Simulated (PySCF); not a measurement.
**Mg: excitation energy**

Mg [Ne] 3s2 (1S) → Mg [Ne] 3s1 3p1 (3P), as a difference of total energies. Computed with PySCF 2.14 in aug-cc-pCVTZ-DK (8s7p5d3f, 75 functions), with the spin-free X2C one-electron Hamiltonian (Gaussian nucleus). Correlated levels: nothing frozen. The calculations carry no spin-orbit coupling.

```json
{"method": "UHF", "excitation energy (eV)": "1.804"}
{"method": "MP2 (all electrons)", "excitation energy (eV)": "2.508"}
{"method": "SCS-MP2 (all electrons)", "excitation energy (eV)": "2.653"}
{"method": "CCSD (all electrons)", "excitation energy (eV)": "2.654"}
{"method": "CCSD(T) (all electrons)", "excitation energy (eV)": "2.685"}
```

**Question.** How much does correlation contribute at CCSD(T) (all electrons)?

**Answer.** 2.685 − (1.804) = 0.881 eV, measured against UHF.

Errors of the correlated levels include the incompleteness of this basis.

For comparison: 2.714 eV (measured; NIST levels, between the centres of gravity of the two terms).
